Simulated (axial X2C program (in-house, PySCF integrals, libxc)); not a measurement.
**Outer orbitals of MnTe at 2.417 Å, PBEsol**

Computed with an axial X2C code built on PySCF integrals. Spin-free means the one-electron spin-free X2C Hamiltonian; two-component (2c) means X2C with spin–orbit coupling and atomic mean-field two-electron Coulomb and Gaunt terms, so the difference of the two also holds small scalar two-electron terms. Basis: Te dyall-cv3z [11s12p8d4f1g], Mn dyall-cv3z [9s10p6d3f2g] (cores contracted in-house); Gaussian nuclei, density fitting, unrestricted open shells. Masses: Te 129.906 u, Mn 54.938 u.

The distance is close to the 2c PBE0 minimum; the highest filled and lowest empty levels are listed.

Spin-free orbitals, state M_S = 5/2, Λ = 0 (beyond evenly filled blocks: σα, π+α, π-α, δ+α, δ-α) (Löwdin shares):

```
symmetry  occupied  ε (eV)              atomic character
      σα       yes  -14.09    77% Te s, 9% Mn p, 7% Mn d
      σβ       yes  -14.00   78% Te s, 10% Mn p, 6% Mn d
      σα       yes   -7.67   74% Mn d, 19% Te p, 4% Te s
     δ+α       yes   -7.48                     100% Mn d
     δ-α       yes   -7.48                     100% Mn d
     π-α       yes   -7.44             93% Mn d, 6% Te p
     π+α       yes   -7.44             93% Mn d, 6% Te p
      σβ       yes   -6.45  68% Te p, 14% Mn s, 12% Mn d
      σα       yes   -6.44  47% Mn s, 34% Te p, 17% Mn d
     π+β       yes   -5.18   66% Te p, 28% Mn d, 5% Mn p
     π-β       yes   -5.18   66% Te p, 28% Mn d, 5% Mn p
     π-α       yes   -4.82   78% Te p, 13% Mn p, 8% Mn d
     π+α       yes   -4.82   78% Te p, 13% Mn p, 8% Mn d
      σα        no   -3.90  40% Mn p, 29% Te p, 25% Mn s
      σβ        no   -3.54   60% Mn d, 35% Mn s, 3% Te p
     δ-β        no   -3.33                     100% Mn d
     δ+β        no   -3.33                     100% Mn d
```

Spinors with spin–orbit coupling (state Ω = 5/2):

| ω | occupied | ε (eV) | atomic character | λ mixture |
| --- | --- | --- | --- | --- |
| 1/2 | yes | -14.11 | 76% Te s, 9% Mn p, 7% Mn d | 100% σ |
| -1/2 | yes | -14.01 | 78% Te s, 10% Mn p, 6% Mn d | 100% σ |
| 1/2 | yes | -7.69 | 73% Mn d, 20% Te p, 4% Te s | 100% σ |
| -3/2 | yes | -7.52 | 100% Mn d | 100% δ |
| -1/2 | yes | -7.49 | 91% Mn d, 8% Te p | 100% π, 0% σ |
| 5/2 | yes | -7.45 | 100% Mn d | 100% δ |
| 3/2 | yes | -7.42 | 94% Mn d, 5% Te p | 100% π |
| -1/2 | yes | -6.51 | 68% Te p, 13% Mn s, 12% Mn d | 96% σ, 4% π |
| 1/2 | yes | -6.47 | 44% Mn s, 35% Te p, 18% Mn d | 98% σ, 2% π |
| 1/2 | yes | -5.37 | 67% Te p, 23% Mn d, 6% Mn p | 96% π, 4% σ |
| -3/2 | yes | -5.02 | 62% Te p, 32% Mn d, 5% Mn p | 100% π |
| -1/2 | yes | -5.01 | 77% Te p, 12% Mn p, 10% Mn d | 96% π, 4% σ |
| 3/2 | yes | -4.64 | 78% Te p, 15% Mn p, 8% Mn d | 100% π |
| 1/2 | no | -3.89 | 39% Mn p, 28% Te p, 24% Mn s | 96% σ, 4% π |
| -1/2 | no | -3.53 | 60% Mn d, 34% Mn s, 3% Te p | 100% σ |
| 3/2 | no | -3.36 | 100% Mn d | 100% δ |
| -5/2 | no | -3.29 | 100% Mn d | 100% δ |

**Question.** How does the gap between the highest filled and lowest empty level change from the spin-free to the 2c table?

**Answer.** From 0.92 to 0.75 eV at PBEsol, a change of -0.17 eV.

Mulliken charges and populations of the two-component result (they depend on the basis, above all on diffuse functions):

Te -0.39 e (s 9.97 p 22.38 d 20.03 f 0.01), Mn 0.39 e (s 6.76 p 12.31 d 5.54). ⟨Lz⟩ = -0.01 ħ and ⟨Sz⟩ = 2.51 ħ (0.09 and 2.43 on the two atoms), which add up to Ω.

Occupations by symmetry block were frozen at the best pattern of an incomplete PBE0 search. Density functionals use the spin component along the axis (collinear). With several unpaired electrons one determinant need not be a pure state. This is the top spin component of a Σ state; components of lower Ω are not single determinants and can lie lower. The determinant is spin-polarised beyond a pure state at some levels (its spin-free form has ⟨S²⟩ too high), which makes Re and μ there less reliable.
